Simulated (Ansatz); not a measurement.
## Molecular dynamics of Mg12O

The input (input.yaml):

```yaml
crystal:
  lattice:
    - [6.42, 0.0, 0.0]
    - [-4.815, 8.339825, 0.0]
    - [0.0, 0.0, 5.21304]
  atoms:
    - { symbol: Mg, position: [0.00665699, 0.00617, 0.00890977] }
    - { symbol: Mg, position: [0.16957862, 0.22203918, 0.50612926] }
    - { symbol: Mg, position: [-0.00052111, 0.32882881, -0.00054685] }
    - { symbol: Mg, position: [0.17291196, 0.56255157, 0.50250156] }
    - { symbol: Mg, position: [0.00810244, 0.66863295, -0.00823604] }
    - { symbol: Mg, position: [0.17166437, 0.88605978, 0.50418197] }
    - { symbol: Mg, position: [0.49334635, -0.00695409, -0.00177815] }
    - { symbol: Mg, position: [0.66667127, 0.22581589, 0.5024972] }
    - { symbol: Mg, position: [0.49659992, 0.33320747, -0.00619638] }
    - { symbol: Mg, position: [0.65863265, 0.54854338, 0.48986752] }
    - { symbol: Mg, position: [0.4947123, 0.6694009, -0.00474462] }
    - { symbol: Mg, position: [0.65883315, 0.88693039, 0.50741317] }
    - { symbol: O, position: [0.3291466, 0.77465508, 0.7491609] }
basis:
  ecutwfc: 420.0
kpoints:
  mp_grid: { grid: [3, 2, 3] }
hamiltonian:
  xc: pbe
scf:
  occupations: { method: fermi_dirac, width: 0.15 }
  lower_state_search: "off"
md:
  timestep: 1.5
  n_steps: 220
  ensemble: nvt_langevin
  temperature: 1500.0
  initial_velocities: maxwell_boltzmann
  seed: 285372
  friction: 0.05
```

Command:

```bash
$ ansatz run input.yaml --threads 2 --pin off --max-ram 5120MiB --backend cpu --events-out ev --progress --plain --runs-dir out
```

It starts from a partly relaxed structure (largest force component 0.06 eV/Å).

Output, in part (step lines):

```
md step     0: t =     0.00 fs  T =  1384.6 K  F+E_penalty+E_count = -23654.47182126 eV  E_kin = 2.326680 eV  (9 SCF iters)
md step     1: t =     1.50 fs  T =  1495.3 K  F+E_penalty+E_count = -23654.46251318 eV  E_kin = 2.512606 eV  (8 SCF iters)
md step     2: t =     3.00 fs  T =  1778.5 K  F+E_penalty+E_count = -23654.43754651 eV  E_kin = 2.988548 eV  (8 SCF iters)
md step     3: t =     4.50 fs  T =  1404.7 K  F+E_penalty+E_count = -23654.40010566 eV  E_kin = 2.360415 eV  (8 SCF iters)
md step     4: t =     6.00 fs  T =  1413.8 K  F+E_penalty+E_count = -23654.35436769 eV  E_kin = 2.375673 eV  (8 SCF iters)
md step     5: t =     7.50 fs  T =  1281.1 K  F+E_penalty+E_count = -23654.29857242 eV  E_kin = 2.152808 eV  (6 SCF iters)
md step     6: t =     9.00 fs  T =  1324.3 K  F+E_penalty+E_count = -23654.23689619 eV  E_kin = 2.225339 eV  (6 SCF iters)
md step     7: t =    10.50 fs  T =  1341.5 K  F+E_penalty+E_count = -23654.17117537 eV  E_kin = 2.254183 eV  (6 SCF iters)
[... lines left out ...]
md step   219: t =   328.50 fs  T =  1445.0 K  F+E_penalty+E_count = -23651.47304647 eV  E_kin = 2.428148 eV  (6 SCF iters)
md step   220: t =   330.00 fs  T =  1282.1 K  F+E_penalty+E_count = -23651.43819237 eV  E_kin = 2.154350 eV  (8 SCF iters)
```

The steps, from the saved trajectory:

```json
{"time (fs)": "0.0", "T (K)": "1385", "potential energy less start (eV)": "0.000"}
{"time (fs)": "10.5", "T (K)": "1341", "potential energy less start (eV)": "0.301"}
{"time (fs)": "21.0", "T (K)": "1049", "potential energy less start (eV)": "0.808"}
{"time (fs)": "31.5", "T (K)": "1421", "potential energy less start (eV)": "0.945"}
{"time (fs)": "42.0", "T (K)": "1228", "potential energy less start (eV)": "1.119"}
{"time (fs)": "52.5", "T (K)": "1674", "potential energy less start (eV)": "1.461"}
{"time (fs)": "63.0", "T (K)": "1466", "potential energy less start (eV)": "1.783"}
{"time (fs)": "73.5", "T (K)": "920", "potential energy less start (eV)": "2.193"}
{"time (fs)": "84.0", "T (K)": "1099", "potential energy less start (eV)": "2.234"}
{"time (fs)": "94.5", "T (K)": "1675", "potential energy less start (eV)": "1.738"}
{"time (fs)": "105.0", "T (K)": "1598", "potential energy less start (eV)": "1.375"}
{"time (fs)": "115.5", "T (K)": "910", "potential energy less start (eV)": "1.273"}
{"time (fs)": "126.0", "T (K)": "1036", "potential energy less start (eV)": "1.265"}
{"time (fs)": "136.5", "T (K)": "1365", "potential energy less start (eV)": "1.129"}
{"time (fs)": "147.0", "T (K)": "1103", "potential energy less start (eV)": "1.512"}
{"time (fs)": "157.5", "T (K)": "1545", "potential energy less start (eV)": "1.366"}
{"time (fs)": "168.0", "T (K)": "1465", "potential energy less start (eV)": "1.415"}
{"time (fs)": "178.5", "T (K)": "963", "potential energy less start (eV)": "1.682"}
{"time (fs)": "189.0", "T (K)": "1747", "potential energy less start (eV)": "1.294"}
{"time (fs)": "199.5", "T (K)": "1829", "potential energy less start (eV)": "1.362"}
{"time (fs)": "210.0", "T (K)": "1823", "potential energy less start (eV)": "1.716"}
{"time (fs)": "220.5", "T (K)": "1545", "potential energy less start (eV)": "2.063"}
{"time (fs)": "231.0", "T (K)": "1178", "potential energy less start (eV)": "2.052"}
{"time (fs)": "241.5", "T (K)": "1630", "potential energy less start (eV)": "1.935"}
{"time (fs)": "252.0", "T (K)": "973", "potential energy less start (eV)": "2.045"}
{"time (fs)": "262.5", "T (K)": "1239", "potential energy less start (eV)": "1.808"}
{"time (fs)": "273.0", "T (K)": "1942", "potential energy less start (eV)": "1.351"}
{"time (fs)": "283.5", "T (K)": "1548", "potential energy less start (eV)": "1.295"}
{"time (fs)": "294.0", "T (K)": "1262", "potential energy less start (eV)": "1.346"}
{"time (fs)": "304.5", "T (K)": "917", "potential energy less start (eV)": "1.754"}
{"time (fs)": "315.0", "T (K)": "1655", "potential energy less start (eV)": "2.187"}
{"time (fs)": "325.5", "T (K)": "1421", "potential energy less start (eV)": "2.864"}
```

All steps were run. A run of 0.33 ps of so small a system gives no equilibrium averages. Limits of this set-up: coarse k mesh.

Mean squared displacements from the first frame to the last, about the centre of mass: Mg 0.23 Å², O 0.14 Å².

Last frame:

```xyz
13
Lattice="6.4200 0.0000 0.0000 -4.8150 8.3398 0.0000 0.0000 0.0000 5.2130" Properties=species:S:1:pos:R:3
Mg -0.004 -0.001 -0.054
Mg 0.251 2.011 3.255
Mg -1.286 2.901 0.514
Mg -1.920 4.630 3.313
Mg -3.308 5.842 0.413
Mg -2.732 7.521 2.646
Mg 3.844 -0.128 0.463
Mg 3.163 1.628 2.852
Mg 2.097 2.987 0.162
Mg 1.980 4.233 2.878
Mg -0.465 5.697 0.607
Mg 0.803 7.392 2.862
O -1.773 6.628 4.258
```

The run took 12 min on 2 threads of Intel(R) Xeon(R) 6975P-C (Granite Rapids) (shared host), peak memory 0.81 GiB.
